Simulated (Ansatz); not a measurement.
H7NSeSi2, SMILES `N[SiH2][Se][SiH3]`. Charge 0, multiplicity 1. Correlated methods include outer-core shells of Se, which these sets cover unevenly. Scalar relativity is left out up to krypton.

```xyz
11

N     1.355   -0.357   -1.509
Si   -0.009    0.642   -1.248
Se   -1.820   -0.296   -0.190
Si   -0.832   -0.276    1.855
H     1.981   -0.544   -0.742
H     1.276   -1.163   -2.109
H     0.452    1.789   -0.428
H    -0.555    1.060   -2.560
H    -1.611   -1.176    2.741
H    -0.806    1.092    2.430
H     0.568   -0.771    1.761
```

(1) Give the diagnostics of a CCSD(T)/def2-TZVPP run (frozen core, the Gaussian-basis code of Ansatz). (Estimate.)

## Answers

(1) The calculation gave: T1 = 0.0101, largest single amplitude 0.016, largest double 0.016, (T) share of the correlation energy 3.6 %, 9 CCSD cycles. The RHF solution is stable towards an unrestricted one. T1 lies under the customary mark of 0.02 for closed shells.
